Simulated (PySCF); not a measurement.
# Rotational lines of AsP

Lines J+1 ← J of the vibrational ground state, computed from RHF-CCSD(T) constants of AsP, ¹Σ⁺ (singlet), closed shell (As def2-SVP, P def2-SVP; no relativity (PySCF 2.14); masses 74.9216 and 30.9738 u), in MHz:

```
J  ν (MHz)
2  33606.3
3  44808.1
4  56009.7
5  67211.1
6  78412.1
```

(1) Find B0 and the effective bond length r0; with αe = 0.000776 cm⁻¹, find Re.

Correlated steps freeze 14 core orbitals. Correlated levels converge slowly with the basis: in double zeta they bind strong bonds too weakly, by up to about 1 eV, and carry superposition errors of some tenths. Where the molecule has an RHF reference, its open-shell atoms are computed with UHF.

Results:

(1) ν = 2B0(J+1) − 4D(J+1)³ gives B0 = 0.18683 cm⁻¹. With the reduced mass μred = 21.914 u, r0 = √(16.8576/(μred·B0)) (u, cm⁻¹, Å) = 2.0291 Å. Be = B0 + αe/2 = 0.18722 cm⁻¹ gives Re = 2.027 Å.
